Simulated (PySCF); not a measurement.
From one molecule to another.

First species: C6H4O3.
InChI=1S/C6H4O3/c7-4-6-3-5(8)1-2-9-6/h1-4H

Second species: C₅H₇N₃O.
SMILES: `n1cnoc1[C@H](N=C)C`

Levels: PBE0/pcSseg-1 for dipole moment, HOMO energy, LUMO energy and HOMO–LUMO gap; GFN2-xTB for rotational constant A and rotational constant C. Geometries: GFN2-xTB. All species are isolated and taken at one optimised geometry, non-relativistic unless stated; the electronic structure was computed with PySCF and density fitting.

Dipoles, sizes and rotational constants follow the conformer. The torsions of the flexible species, by atom-mapped SMILES:
- `[O:1]=[CH:2][c:3]1[cH:4][c:5](=[O:6])[cH:7][cH:8][o:9]1`: O1–C2–C3–C4 0°
- `[CH2:1]=[N:2][C@H:3]([CH3:4])[c:5]1[n:6][cH:7][n:8][o:9]1`: C1–N2–C3–C4 -133°, N2–C3–C5–N6 -101°

```
             property   column X   column Y
        dipole moment     4.64 D     2.81 D
          HOMO energy   -7.54 eV   -7.73 eV
          LUMO energy   -2.84 eV   -1.09 eV
        HOMO–LUMO gap    4.70 eV    6.64 eV
rotational constant A  3.140 GHz  3.240 GHz
rotational constant C  0.926 GHz  1.063 GHz
```

Problem. Which column belongs to which species?

Solution. Column X is the first species and column Y the second. The first has 13 atoms and 64 electrons, the second 16 and 66.

Problem. How does each property change from the first species to the second?

Solution. dipole moment -1.83 D; HOMO energy -0.19 eV; LUMO energy +1.75 eV; HOMO–LUMO gap +1.94 eV; rotational constant A +0.100 GHz; rotational constant C +0.137 GHz.

On the first: A dipole of 4.64 D is allowed in Cs, and pure rotational transitions are dipole-allowed. The dipole matches unit charges of opposite sign 0.97 Å apart (1 e·Å = 4.8032 D).

On the second: In atomic units the dipole is 1.11 e·bohr (1 au = 2.5417 D).
